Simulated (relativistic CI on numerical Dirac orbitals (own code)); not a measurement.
## One change at a time: Bi26+

Base calculation: Dirac-Coulomb-Breit CI, separate exchange-only KLI orbitals for each configuration, model QED (radiative potential, 1s self-energy scaled to tabulated hydrogen-like ionisation energies), unscaled Slater integrals.

CI space (outside the closed core [Ar] 3d10): 4s2.4p6.4d10.4f11, 4s2.4p6.4d10.4f10.5s, 4s2.4p6.4d10.4f9.5s2, 4s2.4p6.4d9.4f12, 4s2.4p6.4d10.4f10.5p, 4s2.4p6.4d8.4f13, 4s2.4p6.4d10.4f10.5d, 4s2.4p5.4d10.4f12, 4s2.4p6.4d10.4f10.6s, 4s2.4p4.4d10.4f13, 4p6.4d10.4f13, 4s.4p6.4d9.4f13, 4s.4p6.4d10.4f11.5s, 4s.4p6.4d10.4f11.6s. Levels of other configurations are missing.

Variants: (1) one mean potential for all configurations; (2) only the first 3 configurations. Shifts of the energy above 4s2.4p6.4d10.4f11 4I°_15/2, in cm⁻¹, for the lowest level and the first level of each name with at least 55 % of one term (blank where a level changes its place among those of its configuration and J or its character, or is not in the variant):

```
                     Level      Base    Δ(1)     Δ(2)
4s2.4p6.4d10.4f11 4I°_15/2       0.0     0.0      0.0
4s2.4p6.4d10.4f11 2H°_11/2   35469.4  +265.0  +2348.6
4s2.4p6.4d10.4f11 4I°_13/2   40903.6  -665.2    -42.8
 4s2.4p6.4d10.4f11 4F°_7/2   75377.5  -196.3  +2495.4
4s2.4p6.4d10.4f11 2K°_15/2   87366.1   -52.8   +265.2
 4s2.4p6.4d10.4f11 4G°_9/2   91242.9  -194.4  +2570.5
 4s2.4p6.4d10.4f11 2P°_1/2  104083.8   +69.6  +6326.5
4s2.4p6.4d10.4f11 2K°_13/2  109618.8   -43.4  +1140.8
 4s2.4p6.4d10.4f11 4D°_7/2  120567.4  +241.6  +4301.1
4s2.4p6.4d10.4f11 2I°_11/2  121605.8  +311.6  +2344.5
4s2.4p6.4d10.4f11 2L°_17/2  125972.2  +265.9   -706.2
 4s2.4p6.4d10.4f11 2H°_9/2  146009.0  +135.6  +2804.7
4s2.4p6.4d10.4f11 2I°_13/2  147607.8  -453.7  +1510.8
4s2.4p6.4d10.4f11 2L°_15/2  165935.3  -412.5   -563.0
```

At this charge transitions that keep the count of f electrons are usually good to a few per cent. Terms inside the open d or f shell come out 10 to 20 % too wide with unscaled integrals. Levels that differ in their count of f electrons can be misplaced by several ten thousand cm⁻¹, since the correlation energy of f electrons is missing or only estimated; rates across such gaps can be off by orders of magnitude.

Ionisation energy from one configuration of each of the two ions, the ground ones as tabulated or assumed: base 877.947 eV. The NIST ASD value (theoretical) is 870 ± 50 eV.

LS names give the leading component of a level, which can be under half, so a name can repeat, a term be missing and a line seem to break the LS rules.
